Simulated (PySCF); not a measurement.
## MO₃ across group 16

Level: PBE0, basis family def2-TZVP, scalar-relativistic core potentials from Rb on and no relativity for lighter atoms.

Each entry is the lowest minimum that a search over a few typed start shapes (and spin states, where more than one is plausible) found, or that minimum re-optimised at the stated level; isomers with ligand–ligand bonds, or fragments after loss of a ligand pair, can lie lower. Open shells are unrestricted; no spin–orbit coupling; PySCF with density fitting.

```csv
molecule,2S+1,point group,mean bond to the central atom (Å),gap (eV),distinct angles (°),lowest ω (cm⁻¹),atomisation (kJ/mol)
SO₃,1,D3h,1.419,7.72,120,510,1416
SeO₃,1,D3h,1.588,6.52,120,278,1059
TeO₃,1,D3h,1.773,5.45,120,173,926
```

The bond lengthens at every step; the largest change, 0.185 Å, falls between SeO₃ and TeO₃ among the members listed.

Left out of the table are members whose search was unfinished or whose lowest solution was spin-contaminated, unstable, very soft or bonded differently.
